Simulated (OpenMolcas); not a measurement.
# Cl²⁺: CASPT2 settings compared

```json
{"Program": "OpenMolcas 26.06", "Basis": "ANO-RCC-VTZP [5s4p2d1f]", "Scalar Hamiltonian": "DKH2, point nucleus", "Active space": "5 electrons in 4 orbitals (3s 3p)", "State averaging": "2S+1 = 4 odd, 1 root; 2S+1 = 2 odd, 8 roots kept (CI in the orbitals of an earlier block); 2S+1 = 4 even, 3 roots; 2S+1 = 2 even, 9 roots kept (CI in the orbitals of an earlier block)", "Spin-orbit coupling": "state interaction with AMFI integrals over the reference wave functions, term energies averaged over their components"}
```

Methods on the same reference wave functions:
A. CASSCF
B. SS-CASPT2, IPEA 0.4 Eh, imaginary shift 0.3 Eh (closed shells correlated: 2s 2p)
C. SS-CASPT2, IPEA 0.5 Eh, imaginary shift 0.4 Eh (closed shells correlated: 2s 2p)
D. XMS-CASPT2, IPEA 0.5 Eh, real shift 0.3 Eh (closed shells correlated: 2s 2p)

Energies in cm-1 above 3s2 3p3 4S* 3/2, the measured ground level; measured values from Moore, Atomic Energy Levels, vol. I, NSRDS-NBS 35 (1971 reprint of NBS Circular 467, 1949).

```json
{"Level": "3s2 3p3 4S* 3/2", "A": "0.0", "B": "0.0", "C": "0.0", "D": "0.0", "Measured": "0.0"}
{"Level": "3s2 3p3 2D* 3/2", "A": "22708", "B": "18780", "C": "18700", "D": "18700", "Measured": "18053"}
{"Level": "3s2 3p3 2D* 5/2", "A": "22783", "B": "18830", "C": "18760", "D": "18760", "Measured": "18120"}
{"Level": "3s2 3p3 2P* 1/2", "A": "31569", "B": "30220", "C": "30110", "D": "30000", "Measured": "29812"}
{"Level": "3s2 3p3 2P* 3/2", "A": "31634", "B": "30270", "C": "30160", "D": "30050", "Measured": "29907"}
{"Level": "3s 3p4 4P 5/2", "A": "106211", "B": "102780", "C": "102920", "D": "99630", "Measured": "98520"}
{"Level": "3s 3p4 4P 3/2", "A": "106828", "B": "103400", "C": "103530", "D": "100250", "Measured": "99130"}
{"Level": "3s 3p4 4P 1/2", "A": "107186", "B": "103760", "C": "103890", "D": "100610", "Measured": "99475"}
{"Level": "3s 3p4 2D 3/2", "A": "150776", "B": "136370", "C": "137360", "D": "134950", "Measured": ""}
{"Level": "3s 3p4 2D 5/2", "A": "150787", "B": "136380", "C": "137370", "D": "134960", "Measured": ""}
{"Level": "3s 3p4 2S 1/2", "A": "173510", "B": "164250", "C": "164690", "D": "158450", "Measured": ""}
{"Level": "3s 3p4 2P 3/2", "A": "193463", "B": "177320", "C": "177970", "D": "174230", "Measured": ""}
{"Level": "3s 3p4 2P 1/2", "A": "194210", "B": "178070", "C": "178720", "D": "174980", "Measured": ""}
```

Deviations, from unrounded energies. A percentage is the sum of absolute deviations over the sum of measured energies, with the sign that they share, or ± where signs differ.

| Against measurement | Levels | A | B | C | D |
| --- | --- | --- | --- | --- | --- |
| mean absolute deviation (cm-1) | 7 | 5100 | 2100 | 2100 | 710 |
| other terms of the ground configuration (%) | 4 | +13.4 | +2.3 | +1.9 | +1.7 |
| other configurations (%) | 3 | +7.8 | +4.3 | +4.4 | +1.1 |

D lies closest to measurement on these levels and A furthest from it. The largest miss of D in the table is 3s 3p4 4P 1/2, by +1100 cm-1. The ranking rests on the paired levels alone, and a cruder setting can come out closer through cancelling errors.

Among B to D the level of the table that moves most is 3s 3p4 2S 1/2, by 6200 cm-1 (lowest in D, highest in C). Moves below CASPT2's spread within the term are not significant.

The mean deviations of B to D differ by less than CASPT2's widest spread within a term (4100 cm-1), so their order carries little weight.

From A to B the spin-free energies of the other terms of 3s2 3p3 shown, above 4S*, scale by factors of 0.83 to 0.96.

The lowest spin-free term lies below A's lowest term by 0.113 hartree in B, 0.110 hartree in C, 0.109 hartree in D.

CASPT2 breaks the degeneracy within a term, and the mean is taken; among the terms shown or strongly mixed into the levels shown the widest spread is 4100 cm-1 (3s 3p4 2D, D). Terms from blocks run as CI alone lack orbitals of their own. Terms of s pⁿ other than that of highest spin mix with s² pⁿ⁻² d, which this space lacks; all of them can be thousands of cm-1 off, and some have no real level of that name. Measured partners are found by configuration, term and J. A level has none where our copy of the source lacks it or the pairing is in doubt (some pairs that miss far off the trend of their configuration count as doubtful), and it then counts in no deviation. Levels of configurations outside the active space are missing.

* marks odd parity.
